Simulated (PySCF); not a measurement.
C3H10OSi.
SMILES with atom numbers: `[CH3:1][Si:2]([CH3:3])([CH3:4])[OH:5]` (hydrogens: H6, H7, H8 on C1; H9, H10, H11 on C3; H12, H13, H14 on C4; H15 on O5)

The same species was optimised twice, with GFN2-xTB and with PBE0-D3(BJ)/def2-SVP (PySCF), and the same property calculations (PySCF, gas phase) were run on both structures.

```tsv
coordinate	GFN2-xTB	PBE0-D3(BJ)/def2-SVP	change
Si2–O5 (Å)	1.640	1.679	+0.039
Si2–C3 (Å)	1.898	1.868	-0.030
C1–Si2 (Å)	1.908	1.878	-0.030
Si2–C4 (Å)	1.908	1.878	-0.030
C4–H12 (Å)	1.085	1.102	+0.017
C1–H6 (Å)	1.085	1.102	+0.017
C3–H10 (Å)	1.085	1.102	+0.017
C3–H9 (Å)	1.085	1.101	+0.016
C3–H11 (Å)	1.085	1.101	+0.016
C1–H8 (Å)	1.086	1.101	+0.015
C4–H14 (Å)	1.086	1.101	+0.015
C1–H7 (Å)	1.087	1.102	+0.015
C4–H13 (Å)	1.087	1.102	+0.015
O5–H15 (Å)	0.953	0.961	+0.008
Si2–O5–H15 (°)	121.3	116.1	-5.2
C3–Si2–O5 (°)	103.4	105.1	+1.7
C3–Si2–C4 (°)	111.5	110.8	-0.7
C1–Si2–C4 (°)	109.0	109.7	+0.7
Si2–C4–H12 (°)	111.8	111.2	-0.6
C1–Si2–C3 (°)	111.5	110.9	-0.6
Si2–C1–H6 (°)	111.8	111.2	-0.6
C1–Si2–O5 (°)	110.7	110.1	-0.6
```

Rotational constants: A = 3359, B = 3275, C = 3018 MHz (GFN2-xTB) against A = 3341, B = 3303, C = 3117 MHz (PBE0-D3(BJ)/def2-SVP). Point groups within 0.08 Å: Cs and Cs.

On the GFN2-xTB structure: HOMO (eV) -7.97 [PBE0/pcSseg-1]; LUMO (eV) 1.02 [PBE0/pcSseg-1]; dipole (D) 1.32 [PBE0/pcSseg-1]; GIAO shielding of C1/C3/C4 (mean) (ppm) 185.1 [PBE0/pcSseg-1]; GIAO shielding of Si2 (ppm) 335.4 [PBE0/pcSseg-1]; GIAO shielding of O5 (ppm) 293.1 [PBE0/pcSseg-1].

What do these properties become on the PBE0-D3(BJ)/def2-SVP structure?

```csv
property,level,on GFN2-xTB,on PBE0-D3(BJ)/def2-SVP,change
HOMO (eV),PBE0/pcSseg-1,-7.97,-8.00,-0.03
LUMO (eV),PBE0/pcSseg-1,1.02,0.93,-0.09
dipole (D),PBE0/pcSseg-1,1.32,1.45,+0.13
"energy, GFN2-xTB geometry as zero (kcal/mol)",PBE0/pcSseg-1,0.0,-1.6,-1.6
GIAO shielding of C1/C3/C4 (mean) (ppm),PBE0/pcSseg-1,185.1,183.2,-1.9
GIAO shielding of Si2 (ppm),PBE0/pcSseg-1,335.4,330.4,-5.0
GIAO shielding of O5 (ppm),PBE0/pcSseg-1,293.1,289.1,-4.0
```

The heavy atoms differ by 0.033 Å rms after alignment. Among all bonds Si2–O5 changes most (+0.039 Å). Changes are differences of the printed values. Neither structure is proved a minimum here.

The values belong to the conformer `[CH3:1][Si:2]([CH3:3])([CH3:4])[OH:5]`: H–O5–Si2–C1 -60°.
